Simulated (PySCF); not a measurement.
Excitations are Tamm–Dancoff values on a coarser integration grid. The basis has no diffuse functions, so Rydberg states are missing or too high.

[In(Cl)3(N(CH3)3)] (charge 0, multiplicity 1)

These are PBE-D3(BJ)/def2-TZVP // B3LYP-D3(BJ)/def2-SVP in PySCF 2.14.0 values and carry that method's errors.

The HOMO comes out as -7.22 eV. The dipole moment is 6.02 D, the HOMO–LUMO gap is 4.44 eV and the LUMO comes out as -2.78 eV. The S1 excitation (TDA) is 4.57 eV. The S1 oscillator strength comes out as 0.000 and the T1 excitation (TDA) is 4.31 eV. The S1–T1 gap (TDA) is 0.27 eV and the charge on the central atom (Mulliken) is 0.83 e. The total energy is -1744.7291 Ha and the cost is about 40 core-minutes (a rough figure).

```xyz
17

In    -0.0687     0.0150     0.0475
Cl    -0.2324    -2.0718     1.1644
Cl     0.8505     1.8417     1.2505
Cl    -1.6741     0.4964    -1.6318
C      2.8818    -0.7880    -0.4427
N      1.7376    -0.4544    -1.3144
C      2.0151     0.7502    -2.1221
C      1.3678    -1.5985    -2.1715
H      3.7755    -1.0206    -1.0481
H      2.6216    -1.6566     0.1775
H      3.0951     0.0655     0.2151
H      1.1261     0.9977    -2.7179
H      2.8740     0.5770    -2.7941
H      2.2369     1.5911    -1.4511
H      2.2020    -1.8645    -2.8443
H      1.1188    -2.4595    -1.5363
H      0.4849    -1.3317    -2.7682
```
Charge 0, spin multiplicity 1.
